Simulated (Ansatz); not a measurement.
```yaml
atoms:
  - { symbol: C, position_ang: [1.3411, 0.0000, 0.2088] }
  - { symbol: C, position_ang: [0.6705, 1.1614, -0.2088] }
  - { symbol: C, position_ang: [-0.6705, 1.1614, 0.2088] }
  - { symbol: C, position_ang: [-1.3411, 0.0000, -0.2088] }
  - { symbol: C, position_ang: [-0.6705, -1.1614, 0.2088] }
  - { symbol: C, position_ang: [0.6705, -1.1614, -0.2088] }
  - { symbol: H, position_ang: [1.4057, 0.0000, 1.2240] }
  - { symbol: H, position_ang: [2.2954, 0.0000, -0.1352] }
  - { symbol: H, position_ang: [0.7029, 1.2174, -1.2240] }
  - { symbol: H, position_ang: [1.1477, 1.9878, 0.1352] }
  - { symbol: H, position_ang: [-1.1477, 1.9878, -0.1352] }
  - { symbol: H, position_ang: [-0.7029, 1.2174, 1.2240] }
  - { symbol: H, position_ang: [-1.4057, 0.0000, -1.2240] }
  - { symbol: H, position_ang: [-2.2954, 0.0000, 0.1352] }
  - { symbol: H, position_ang: [-1.1477, -1.9878, -0.1352] }
  - { symbol: H, position_ang: [-0.7029, -1.2174, 1.2240] }
  - { symbol: H, position_ang: [1.1477, -1.9878, 0.1352] }
  - { symbol: H, position_ang: [0.7029, -1.2174, -1.2240] }
```

Basis set: 6-31G* (spherical functions). Correlated methods keep 6 orbitals frozen. Charge 0, multiplicity 1.

Computed with Ansatz (development build ahead of 0.2.0); each method stands on the lowest determinant of its kind that the runs found. Restricted open shells among the atoms or ions are ROHF, correlated in semicanonical orbitals with singles.

Task: Give the atomization energy at this shape (free ground-state atoms in the same class of orbitals less the molecule, no zero-point energy) of singlet C₆H₁₂ by RHF-MP2, RHF.

Result:

```csv
method,atomization energy
RHF-MP2,6535.1 kJ/mol
RHF,5367.6 kJ/mol
```

Caution: no unrestricted run beside it, a lower state can exist; the shape is not the minimum.
